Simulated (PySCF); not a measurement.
Isomers of C7H9O2P. Theory: TDDFT CAM-B3LYP/def2-SVPD, vertical, gas phase, core orbitals frozen in the response (PySCF). Geometries: PBE0-D3(BJ)/def2-SVP; one conformer of each isolated species. Triplets are in the Tamm–Dancoff approximation.

A. `C[C@@H]1C[P@]1(=O)C1=CC=CO1`
B. `C[P@](=O)(O)c1ccccc1`
C. `C#CP(CC=C)C(=O)OC`
D. `C[C@@H]1C[P@@]1(=O)c1ccoc1`

Lowest singlet levels (six at most, fewer where fewer were computed) with oscillator strengths:

1. 5.57 eV (f 0.287); 6.18 eV (f 0.060); 6.32 eV (f 0.039); 6.59 eV (f 0.009); 6.66 eV (f 0.007); 6.77 eV (f 0.005); T1 3.76 eV
2. 6.04 eV (f 0.040); 6.18 eV (f 0.114); 6.38 eV (f 0.067); 6.64 eV (f 0.119); 6.80 eV (f 0.005); 6.91 eV (f 0.010); T1 4.05 eV
3. 5.14 eV (f 0.006); 5.35 eV (f 0.035); 5.85 eV (f 0.062); 6.27 eV (f 0.033); 6.41 eV (f 0.053); 6.46 eV (f 0.089); T1 4.24 eV
4. 5.36 eV (f 0.008); 6.01 eV (f 0.065); 6.25 eV (f 0.002); 6.87 eV (f 0.158); 6.92 eV (f 0.561); 7.03 eV (f 0.238); T1 4.03 eV

Question: Which spectrum belongs to which structure?

Answer: 1 = A, 2 = D, 3 = C, 4 = B.
- A: S1 at 5.57 eV, HOMO→LUMO (95%); Löwdin shares by element: HOMO carbon 37% or more, phosphorus 12% (atoms not listed hold the other 51%); LUMO carbon 50% or more, oxygen 15% or more (atoms not listed hold the other 34%); HOMO -8.10 and LUMO 0.26 eV.
- B: S1 at 5.36 eV, HOMO→LUMO (59%), HOMO-1→LUMO+1 (34%); Löwdin shares by element: HOMO carbon 75% or more (atoms not listed hold the other 25%); LUMO carbon 62% or more (atoms not listed hold the other 38%); HOMO -8.93 and LUMO -0.04 eV.
- C: S1 at 5.14 eV, HOMO→LUMO+1 (49%), HOMO→LUMO (27%); Löwdin shares by element: HOMO phosphorus 38%, carbon 37% or more (atoms not listed hold the other 25%); LUMO carbon 42% or more, phosphorus 21% (atoms not listed hold the other 37%); HOMO -8.19 and LUMO 0.68 eV.
- D: S1 at 6.04 eV, HOMO→LUMO+1 (43%), HOMO→LUMO (24%); Löwdin shares by element: HOMO carbon 28% or more, oxygen 19% or more, phosphorus 15% (atoms not listed hold the other 38%); LUMO carbon 53% or more, oxygen 18% or more (atoms not listed hold the other 29%); HOMO -8.21 and LUMO 0.64 eV.
